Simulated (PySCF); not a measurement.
An unknown is described by computed data only.

Formula: C3H3BCl2.

* Triplet: lowest triplet excitation (Tamm–Dancoff): 3.61 eV [TDA CAM-B3LYP/def2-SVPD]
* 13C NMR: chemical shifts (computed TMS as zero) by class: 114.5 (2 C), 42.1 (1 C) ppm [GIAO PBE0/pcSseg-1]
* Valence photoelectron: vertical ionisation energy: 9.26 eV [ΔSCF CAM-B3LYP/def2-SVPD]
* 1H NMR: chemical shifts (computed TMS as zero) by class: 7.44 (2 H), 2.78 (1 H) ppm [GIAO PBE0/pcSseg-1]
* Polarisability: 77.6 au [CAM-B3LYP/def2-SVPD]
* Rotational structure: rotational constants A, B, C: 3.151, 1.480, 1.059 GHz [PBE0-D3(BJ)/def2-SVP]
* UV, strongest line: among the 10 lowest singlet transitions: S5 at 6.42 eV (193 nm, f = 0.130) [TDDFT CAM-B3LYP/def2-SVPD]

Gas-phase values; electronic properties from PySCF, density fitting. Levels stand in brackets. Isolated species at its PBE0-D3(BJ)/def2-SVP geometry (one conformer only). NMR values are class means; diastereotopic atoms form classes of their own.

**Question.** Propose a structure and show how it fits.

**Answer.** Numbering: `[BH2:1][CH:2]1[C:3]([Cl:4])=[C:5]1[Cl:6]`. 3 carbons fall into 2 classes; from least to most shielded: vinylic C–Cl carbon [C3/C5] (114.5 ppm, 2 C), ring sp3 carbon bound to boron [C2] (42.1 ppm). Hydrogen classes from least to most shielded: 2 H on a three-coordinate boron, B1 (7.44 ppm), 1 H on an sp3 carbon bound to boron, C2 (2.78 ppm). The first electron is taken from the HOMO, whose largest Löwdin shares are 0.23 on each of 2 atoms of one kind (vinylic C–Cl carbon) and 0.15 on each of 2 atoms of one kind (vinyl chlorine). The optimised geometry has point group Cs and is an asymmetric top. Structure: `BC1C(Cl)=C1Cl`. Computed isomers that give other values at the same levels: `ClB(Cl)C1C=C1` (smallest rotational constant: 1.207 GHz; this holds for the one conformer computed); `CC#CB(Cl)Cl` (smallest rotational constant: 0.868 GHz; this holds for the one conformer computed); `C#CCB(Cl)Cl` (13C chemical shifts (computed TMS as zero) by class: 78.9 (1 C), 78.3 (1 C), 19.6 (1 C) ppm). The assignments are read from this structure; whether some other isomer fits the data as well wasn't checked.
